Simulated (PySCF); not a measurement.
# Reading the logs of faulty runs: BGeH2NO

All numbers below are calculated, not measured. The program is PySCF 2.14.0, an open-source quantum chemistry code, run on an isolated molecule that a program drew, which may never have been made. The molecule is BGeH2NO (charge 0, singlet), drawn as the SMILES string `N=[B][Ge][OH]`.

Each row is a Hartree-Fock (HF) and frozen-core CCSD(T) single point in the cc-pVDZ basis, meant for a local HF minimum. Run 1 is clean. Each other run has one planted mistake out of seven kinds, and not every kind appears here: one electron removed, one electron added, multiplicity raised by two, geometry at a saddle point, minimal basis STO-3G, one bond length entered in bohr, all coordinates scaled. The reference is restricted for singlets and unrestricted otherwise, and also for a bond in bohr. Adding or removing an electron swaps singlet and doublet. Electrons count all cores. HOMO and LUMO are orbital energies over both spins, the gradient is its largest component, and the lowest frequency (negative if imaginary) is given only where the gradient is small. Bond lengths are over the 5 bonds as drawn. T1 is the CCSD diagnostic: over 0.02 (restricted) or 0.045 (unrestricted) a single reference is doubtful. Germanium has the cc-pVDZ-PP basis, with a core potential (ECP10MDF) in place of its 10 inner electrons, and its 3s, 3p and 3d shells are frozen in CCSD(T).

Geometry of the clean run:
```xyz
6
BGeH2NO, angstrom
N     0.6171   -0.5190    0.6241
B     0.8848    0.5620    1.1495
Ge    1.4853    2.3509    2.1374
O     0.1668    3.3345    1.4388
H     0.3703   -1.3661    0.1845
H     0.1751    4.2401    1.7162
```

| run | electrons | basis functions | <S^2> | HOMO (eV) | LUMO (eV) | gradient (hartree/bohr) | lowest frequency (cm^-1) | mean bond (Å) | longest bond (Å) | T1 | HF (hartree) | CCSD(T) (hartree) | mistake |
|---|---|---|---|---|---|---|---|---|---|---|---|---|---|
| 1 | 54 | 75 | 0.000 | -9.27 | 0.55 | 2.3e-05 | 132 | 1.4163 | 2.130 | 0.0214 | -448.55715 | -449.10557 | no fault |
| 2 | 55 | 75 | 0.764 | -0.67 | 7.67 | 3.7e-02 | - | 1.4163 | 2.130 | 0.0184 | -448.55866 | -449.10440 | one electron added |
| 3 | 54 | 75 | 1.051 | -7.34 | 0.72 | 2.8e-03 | - | 1.7953 | 4.025 | 0.0315 | -448.47946 | -448.99742 | one bond length entered in bohr |
| 4 | 54 | 75 | 0.000 | -9.60 | 0.22 | 7.4e-02 | - | 1.4984 | 2.253 | 0.0253 | -448.53617 | -449.09973 | all coordinates scaled |
| 5 | 54 | 75 | 2.016 | -7.56 | -0.50 | 2.9e-02 | - | 1.4163 | 2.130 | 0.0230 | -448.50300 | -449.03224 | ? |
| 6 | 53 | 75 | 0.891 | -16.09 | -7.24 | 4.1e-02 | - | 1.4163 | 2.130 | 0.0374 | -448.25330 | -448.78751 | ? |

**Which mistake was planted in run 5, and what did it cost?**

Electrons, basis and geometry are unchanged, and <S^2> is 2.016, beside S(S+1) = 2.00 for a multiplicity of 3. So the mistake is: multiplicity raised by two. Subtracting run 1 and multiplying by 627.51 kcal/mol a hartree, the energy moved by 34.0 kcal/mol in HF and 46.0 kcal/mol in CCSD(T).

**Which mistake was planted in run 6, and what did it cost?**

It counts 53 electrons, one fewer than the clean run, at the same geometry and basis. So the mistake is: one electron removed. Subtracting run 1 and multiplying by 627.51 kcal/mol a hartree, the energy moved by 190.7 kcal/mol in HF and 199.6 kcal/mol in CCSD(T).

Cautions from the logs. Run 1: T1 is over the limit, so its CCSD(T) energy is less reliable; run 2: the added electron raises the CCSD(T) energy, so it isn't bound in this basis; run 4: T1 is over the limit, so its CCSD(T) energy is less reliable.
